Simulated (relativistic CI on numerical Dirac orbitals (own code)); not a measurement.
**Os3+ (5d5) in a crystal field**

Calculated by Dirac-Coulomb-Breit CI, orbitals from a KLI potential per configuration, model QED (radiative potential, 1s self-energy scaled to tabulated hydrogen-like ionisation energies), valence Slater integrals scaled by 0.85, one configuration in a parametric crystal field (own radial code).

Field parameters in Wybourne normalisation: D3d B²₀ = −7Dσ, B⁴₀ = −14Dq − 21Dτ, B⁴₃ = −14√(10/7) Dq; D4h B²₀ = −7Ds, B⁴₀ = 21(Dq − Dt), B⁴₄ = 21√(5/14) Dq. The field is a parameter set, without covalency.

S and J are read from ⟨S²⟩ = S(S + 1) and ⟨J²⟩ = J(J + 1) of each level; they are not fictitious spins.

D4h, 10Dq = 37450, Ds = -1290, Dt = 180 cm⁻¹, the lowest 10 levels:

```json
{"E (cm⁻¹)": "0.0", "Degeneracy": "2", "Irrep": "Γ7", "S": "0.58", "J": "4.38"}
{"E (cm⁻¹)": "5390", "Degeneracy": "2", "Irrep": "Γ6", "S": "0.56", "J": "4.32"}
{"E (cm⁻¹)": "8916", "Degeneracy": "2", "Irrep": "Γ7", "S": "0.57", "J": "4.35"}
{"E (cm⁻¹)": "24216", "Degeneracy": "2", "Irrep": "Γ7", "S": "1.51", "J": "3.83"}
{"E (cm⁻¹)": "25083", "Degeneracy": "2", "Irrep": "Γ6", "S": "1.54", "J": "3.68"}
{"E (cm⁻¹)": "26582", "Degeneracy": "2", "Irrep": "Γ7", "S": "1.57", "J": "3.63"}
{"E (cm⁻¹)": "27169", "Degeneracy": "2", "Irrep": "Γ6", "S": "1.49", "J": "3.67"}
{"E (cm⁻¹)": "27302", "Degeneracy": "2", "Irrep": "Γ7", "S": "1.50", "J": "3.53"}
{"E (cm⁻¹)": "29346", "Degeneracy": "2", "Irrep": "Γ6", "S": "1.47", "J": "3.15"}
{"E (cm⁻¹)": "29672", "Degeneracy": "2", "Irrep": "Γ7", "S": "1.49", "J": "3.26"}
```

Principal g values of the ground doublet: 1.44, 1.44, 3.40.

D4h, 10Dq = 28550, Ds = 0, Dt = 340 cm⁻¹, the lowest 10 levels:

```
E (cm⁻¹)  Degeneracy  Irrep     S     J
     0.0           2     Γ7  0.68  4.24
    6209           2     Γ6  0.68  4.31
    7265           2     Γ7  0.70  4.28
   13857           2     Γ6  1.68  3.55
   15351           2     Γ7  1.79  3.44
   16059           2     Γ7  1.79  3.40
   18722           2     Γ7  1.59  3.37
   19384           2     Γ6  1.52  3.48
   19936           2     Γ6  1.50  3.11
   23201           2     Γ7  1.73  3.51
```

Principal g values of the ground doublet: 1.96, 1.96, 2.77.

D3d, 10Dq = 27350, Dσ = 850, Dτ = 20 cm⁻¹, the lowest 10 levels:

| E (cm⁻¹) | Degeneracy | Irrep | S | J |
| --- | --- | --- | --- | --- |
| 0.0 | 2 | Γ4 | 0.66 | 4.26 |
| 5992 | 2 | Γ5+Γ6 | 0.65 | 4.31 |
| 7400 | 2 | Γ4 | 0.67 | 4.30 |
| 15623 | 2 | Γ5+Γ6 | 1.70 | 3.53 |
| 15640 | 2 | Γ4 | 1.70 | 3.54 |
| 17190 | 2 | Γ4 | 1.80 | 3.42 |
| 19061 | 2 | Γ4 | 1.49 | 3.49 |
| 20119 | 2 | Γ5+Γ6 | 1.49 | 3.41 |
| 20795 | 2 | Γ4 | 1.52 | 3.12 |
| 24007 | 2 | Γ4 | 1.51 | 3.71 |

Principal g values of the ground doublet: 2.03, 2.03, 2.55.

D4h, 10Dq = 32000, Ds = -120, Dt = -290 cm⁻¹, the lowest 16 levels:

| E (cm⁻¹) | Degeneracy | Irrep | S | J |
| --- | --- | --- | --- | --- |
| 0.0 | 2 | Γ7 | 0.60 | 4.36 |
| 6185 | 2 | Γ7 | 0.57 | 4.34 |
| 6817 | 2 | Γ6 | 0.58 | 4.33 |
| 21020 | 2 | Γ7 | 1.55 | 3.75 |
| 22712 | 2 | Γ6 | 1.59 | 3.65 |
| 23203 | 2 | Γ7 | 1.58 | 3.63 |
| 24622 | 2 | Γ6 | 1.47 | 3.45 |
| 26188 | 2 | Γ7 | 1.54 | 3.51 |
| 26211 | 2 | Γ6 | 1.49 | 3.18 |
| 29940 | 2 | Γ6 | 1.47 | 3.77 |
| 30056 | 2 | Γ7 | 1.38 | 3.63 |
| 30193 | 2 | Γ6 | 1.42 | 3.68 |
| 30671 | 2 | Γ6 | 1.44 | 3.61 |
| 30813 | 2 | Γ7 | 1.35 | 3.62 |
| 31103 | 2 | Γ7 | 1.41 | 3.62 |
| 32670 | 2 | Γ7 | 0.78 | 4.82 |

Principal g values of the ground doublet: 1.79, 2.41, 2.41.

D3d, 10Dq = 12850, Dσ = -1070, Dτ = 30 cm⁻¹, the lowest 16 levels:

```csv
E (cm⁻¹),Degeneracy,Irrep,S,J
0.0,2,Γ4,2.11,2.82
661,2,Γ4,2.31,2.64
723,2,Γ5+Γ6,2.33,2.63
5682,2,Γ4,1.41,3.56
10528,2,Γ4,1.24,4.06
10772,2,Γ5+Γ6,1.28,3.54
12038,2,Γ5+Γ6,1.50,3.87
12112,2,Γ4,1.42,3.44
13408,2,Γ4,1.46,3.20
14235,2,Γ5+Γ6,1.35,3.95
14441,2,Γ4,1.41,3.72
15608,2,Γ4,1.38,3.65
16637,2,Γ4,1.36,4.12
17382,2,Γ5+Γ6,1.30,4.13
17564,2,Γ4,1.24,4.09
18020,2,Γ4,1.25,4.10
```

Principal g values of the ground doublet: 1.93, 1.93, 5.12.

The free-ion ground term has S = 5/2. The field overcomes the spin-pairing energy for D4h, 10Dq = 37450, Ds = -1290, Dt = 180 cm⁻¹; D4h, 10Dq = 28550, Ds = 0, Dt = 340 cm⁻¹; D3d, 10Dq = 27350, Dσ = 850, Dτ = 20 cm⁻¹; D4h, 10Dq = 32000, Ds = -120, Dt = -290 cm⁻¹, where the ground state has lower spin; these fields are assumed values.

Levels of this model without a field, named by their leading LS term: 6S_5/2 0, 4G_5/2 17552, 4G_7/2 20942, 4G_11/2 21694, 4G_5/2 22129, 4P_3/2 22183, 4G_9/2 22360, 4P_1/2 24529 cm⁻¹.
